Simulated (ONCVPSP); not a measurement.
## Before and after: ONCV potential for He (Z = 2)

```
Element                 : He
Generator               : ONCVPSP 4.0.1
Type                    : optimised norm-conserving Vanderbilt (ONCV)
Functional              : PBEsol
Relativity              : non-relativistic
Frozen core             : none
Valence charge          : 2
Reference configuration : 1s2
Partial waves           : 1s: rc 0.70 bohr, ncon 4, nbas 8, qcut 8.9 1/bohr, 2 projectors, debl 1.9 Ha; p scattering state at 0.05 Ha: rc 0.70 bohr, ncon 4, nbas 8, qcut 11.4 1/bohr, 2 projectors, debl 3.1 Ha
Local potential         : polynomial inside 0.45 bohr (lpopt 3, dvloc0 2 Ha)
Core correction         : none
```

Change: all radii scaled by about 1.06 (s 0.74, p 0.74 bohr); local potential polynomial inside 0.48 bohr (lpopt 3, dvloc0 2 Ha).

Cutoffs: the cutoffs (Ha) at which the residual kinetic energy of the hardest occupied pseudo-wave falls to 1 and 0.1 mHa per electron; they do not see the model core or the augmentation charge, which bear on the density cutoff. Errors are all-electron minus pseudo energies relative to the spin-unpolarised reference configuration.

Task: What does the change do?

Result: The potential gets softer (87 Ha and 326 Ha → 61 Ha and 281 Ha); neither file shows a bound ghost. A larger radius leaves more room for a smooth pseudo-wave, so fewer plane waves are needed.

```csv
quantity,base,changed
"cutoff, loose",87 Ha,61 Ha
"cutoff, tight",326 Ha,281 Ha
bound ghosts,none,none
GHOST(+) flags under 300 eV,none,none
"error for 1s1, meV [ΔE 26.59 eV]",+29,+35
"error for 1s1.5, meV [ΔE 10.39 eV]",+4.8,+5.8
```
